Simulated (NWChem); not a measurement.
A series in which one site is exchanged, each optimised at PBE0/def2-SVP with NWChem, gas phase unless a solvent is named. All stand in one matching conformer (torsions within 35°), which need not be the lowest. For some, no frequency run checked for a minimum. def2 effective core potentials on I; no spin-orbit coupling.

A: ClB(I)O (BHOICl; site = Cl)
B: IBO (BH2OI; site = H)
C: OB(I)I (BHOI$_{2}$; site = I)
D: OB(F)I (BHOIF; site = F)

```tsv
quantity	A	B	C	D
dipole (D), PBE0/def2-SVP	…	1.37	1.90	2.23
vertical ionisation energy, ΔSCF, CAM-B3LYP/def2-SVP (eV)	…	10.13	9.59	10.14
lowest singlet excitation, CAM-B3LYP/def2-SVPD, TDA (eV)	…	5.59	5.14	6.29
```

Question: What belongs in the gaps?

Answer: 
- dipole (D), PBE0/def2-SVP, A: 2.15
- vertical ionisation energy, ΔSCF, CAM-B3LYP/def2-SVP (eV), A: 9.95
- lowest singlet excitation, CAM-B3LYP/def2-SVPD, TDA (eV), A: 5.62
